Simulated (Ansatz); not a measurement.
A CCSD(T) single point on C$_{4}$H$_{12}$AuPS (`C[S][Au-][P+](C)(C)C`).

```yaml
crystal:
  periodic: [false, false, false]
  atoms:
    - {symbol: C, position_ang: [4.097312, -0.467192, 1.445582]}
    - {symbol: S, position_ang: [2.771909, -1.668482, 1.775468]}
    - {symbol: Au, position_ang: [0.930313, -0.788493, 0.732520]}
    - {symbol: P, position_ang: [-0.941383, 0.004287, -0.268755]}
    - {symbol: C, position_ang: [-0.761199, 0.420419, -2.028325]}
    - {symbol: C, position_ang: [-2.344199, -1.149666, -0.245720]}
    - {symbol: C, position_ang: [-1.629244, 1.523377, 0.453427]}
    - {symbol: H, position_ang: [4.295011, -0.365627, 0.378609]}
    - {symbol: H, position_ang: [3.869530, 0.512134, 1.866131]}
    - {symbol: H, position_ang: [4.999105, -0.847964, 1.928209]}
    - {symbol: H, position_ang: [-0.442861, -0.467001, -2.577033]}
    - {symbol: H, position_ang: [-1.701029, 0.789560, -2.446134]}
    - {symbol: H, position_ang: [0.009723, 1.183913, -2.142258]}
    - {symbol: H, position_ang: [-3.217961, -0.718492, -0.740308]}
    - {symbol: H, position_ang: [-2.059751, -2.073478, -0.751301]}
    - {symbol: H, position_ang: [-2.595427, -1.392012, 0.787808]}
    - {symbol: H, position_ang: [-0.881976, 2.316728, 0.404604]}
    - {symbol: H, position_ang: [-1.866959, 1.346675, 1.503312]}
    - {symbol: H, position_ang: [-2.530894, 1.841324, -0.075834]}
basis:
  gaussian: {orbitals: def2-TZVPP}
correlation: {method: ccsd_t}
output: {orbitals: {seedname: orbitals}}
```

```sh
$ ansatz run in.yaml --threads 4 --pin off --events-out ev --progress --plain --max-ram 66560MiB --backend cuda --devices 0, --max-vram 37GiB
```

The program prints (abridged):

```
Functional definition: HF
2541 factors; integrals over basis functions are off by at most 1.1e-3 eV
mean field evaluation 1: about -28067.3834 eV, gradient 4.3e1 eV
mean field evaluation 2: about -28068.1052 eV, gradient 4.3e1 eV
mean field evaluation 4: about -28073.3157 eV, gradient 6.8e0 eV
mean field evaluation 8: about -28073.4511 eV, gradient 5.7e-1 eV
mean field -28073.45229801 eV, -1031.6803430825 hartree, gradient 4.6e-6 eV, S^2 0.000000; 0 other end points of the search recorded, 0 dependent functions left out
14 core orbitals not correlated: weight in the atoms' cores, before any rotation towards them, 1.000 or more for the frozen orbitals, at most 0.000 for the correlated occupied ones
reference -28073.45229801 eV, -1031.6803430825 hartree; 29, 29 occupied and 389, 389 virtual orbitals, 2541 factors
second order -46.50593320 eV of doubles, -0.00000000 eV of singles
cycle   1  -45.44984527 eV  change     1.1e0 eV  update   1.7e-1
cycle   2  -46.70655684 eV  change    -1.3e0 eV  update   6.1e-2
cycle   3  -47.02646764 eV  change   -3.2e-1 eV  update   2.9e-2
cycle   4  -46.99719708 eV  change    2.9e-2 eV  update   9.2e-3
cycle   5  -46.98397478 eV  change    1.3e-2 eV  update   4.5e-3
cycle   6  -46.98674847 eV  change   -2.8e-3 eV  update   1.6e-3
cycle   7  -46.98640523 eV  change    3.4e-4 eV  update   6.1e-4
cycle   8  -46.98589792 eV  change    5.1e-4 eV  update   1.8e-4
cycle   9  -46.98600639 eV  change   -1.1e-4 eV  update   7.5e-5
cycle  10  -46.98609167 eV  change   -8.5e-5 eV  update   2.7e-5
cycle  11  -46.98602189 eV  change    7.0e-5 eV  update   1.4e-5
perturbative correction -1.99652988 eV, -0.0733711199 hartree
Total energy: -28122.43484978 eV, -1033.4804186585 hartree
```

It took 41 s on 4 threads of an AMD EPYC 7R13 on a shared host and a share of an NVIDIA H100 80 GB, with 0.9 GiB of host memory at the peak.

The correlation energy is -48.983 eV, 4.1 % of it from (T); the T1 diagnostic reads 0.0133.
